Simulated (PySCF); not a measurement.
Correlation energy of Sr⁻ (strontium, charge -1)

[Kr] 4d1 5s2, 2D determinant. All numbers are calculated (PySCF 2.14, a scalar-relativistic core potential, in def2-QZVPPD with the def2 core potential (28 electrons)). Frozen: 4s2 4p6; 3 electrons correlated.

| level | correlation energy (mhartree) |
| --- | --- |
| CCSD | -45.73 |
| (T) | -4.15 |
| CCSD(T) | -49.88 |

Diagnostics: T1 = 0.056, D1 = 0.1259, largest double amplitude 0.295.

The configuration of this anion was assumed by filling the next shell in order. It is not the known or likely ground configuration (Ca⁻, Sr⁻ and Ba⁻, for instance, bind a p electron), so these values are not the electron affinity of the element. T1 exceeds 0.03, a sign that the reference determinant is poor. A double-excitation amplitude exceeds 0.15, a sign of near-degeneracy.

Cost of the coupled-cluster step: about 11 core-seconds, for 3 correlated electrons.
